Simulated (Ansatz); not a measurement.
**Two structures, one formula**

The two ends of one reaction step of GeH3F, singlet (PBE0-D4/def2-TZVP).

A:

Ge1  (-1.102, -0.554, -0.191)
H2  (1.435, 0.242, 0.014)
F3  (1.235, -0.379, -0.644)
H4  (-1.037, 1.019, -0.469)
H5  (-0.531, -0.328, 1.290)
(Å)

B:

Ge1  (-0.687, -0.562, -0.634)
H2  (0.357, 0.366, 1.241)
F3  (0.847, -0.454, -1.496)
H4  (-0.887, 1.030, -0.511)
H5  (0.370, -0.379, 1.401)
(Å)

Computed with Ansatz 0.2.0 (basis: def2-TZVPP); correlated methods freeze the cores. Filled d shells of the heavier atoms are correlated. The def2 sets are not built for correlating such inner shells, so the correlated values are less sure here. B3LYP uses VWN-RPA correlation.

(1) Which structure is lower at CCSD(T), and by how much? (Judge from chemistry; the value comes from the calculation.)

No T1 diagnostic of these runs exceeds 0.014.

Answers

(1) Computed: B, by 14.87 kcal/mol (electronic energy, against the other). By their contacts, A is a complex of GeH₂ + HF and B is a complex of GeHF ([F][GeH]) + H₂.

All methods give the same order:

```tsv
method	E(B) − E(A) (kcal/mol)
SPW92	-15.47
PBE-D4	-17.49
BLYP-D4	-19.53
r2SCAN-D4	-17.22
B97M-V	-15.70
PBE0-D4	-15.43
B3LYP-D4	-17.67
r2SCAN0-D4	-15.43
BHLYP-D4	-15.87
CAM-B3LYP-D4	-17.00
wB97X-V	-16.74
wB97M-V	-16.00
B2PLYP	-17.21
PBE-QIDH	-14.96
RPA on PBE	-14.98
HF	-13.88
MP2	-16.14
CCSD	-14.19
CCSD(T)	-14.87
```

Labels in which every atom is bracketed show which atoms are joined, not bond orders.

For scale, one of the runs: CCSD(T)/def2-TZVPP, 121 basis functions, launched by `ansatz run in.yaml --threads 2 --pin off --events-out ev --progress --plain --max-ram 4352MiB`. The run took about 9 s on 2 CPU threads of an Arm Neoverse V2 (shared host).
